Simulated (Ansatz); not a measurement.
(MgF2)n off (charge -1): r2SCAN-D4/def2-TZVPD single points in Ansatz on relaxed structures, gas phase. Each cluster is the lowest isomer that a short search found in that spin, judged at the geometry's level, and lower ones may exist. HOMO and LUMO are taken over both spins. Singlets are spin-restricted. The spins of the ions were chosen, not always searched. A dash marks a value that wasn't run or was left out as unsound. The structures are stationary points that may keep the symmetry of their start. Remarks come from the PBE and PBE0 runs and from stability tests at other levels; not every state was tested. A HOMO above zero means that the electron is unbound at that level and held by the basis, or that self-interaction error raises the level; the energy of removing that electron tells which. HOMO above LUMO (over both spins in singlets and doublets, within one spin in higher multiplets; at PBE or PBE0), or a gap under 0.15 eV within one spin, warns that the state may not be the lowest or that an electron is smeared out.

| species | atoms | state | geometry | HOMO (eV) | vertical IE (eV) | lowest of the spins relaxed | point group (within 0.1 Å) | remarks |
| --- | --- | --- | --- | --- | --- | --- | --- | --- |
| MgF3⁻ | 4 | singlet | r2SCAN-D4/def2-TZVPD | -2.74 | 6.03 | singlet, of singlet/triplet | D3h | HOMO above zero (triplet), HOMO above zero (quintet), gap within one spin near zero at PBE or PBE0 (quintet) |
| Mg2F5⁻ | 7 | singlet | PBE-D4/def2-SVPD | -3.98 | – | – | D3h | – |

(1) Estimate the rows for MgF2⁻ (doublet; oxidised ion singlet, r2SCAN-D4/def2-TZVPD geometry).

(1) 
```csv
species,atoms,state,geometry,HOMO (eV),vertical IE (eV),lowest of the spins relaxed,point group (within 0.1 Å),remarks
MgF2⁻,3,doublet; oxidised ion singlet,r2SCAN-D4/def2-TZVPD,0.98,1.39,"doublet, of doublet/quartet",C2v,"HOMO above zero at PBE or PBE0, HOMO above zero (quartet)"
```
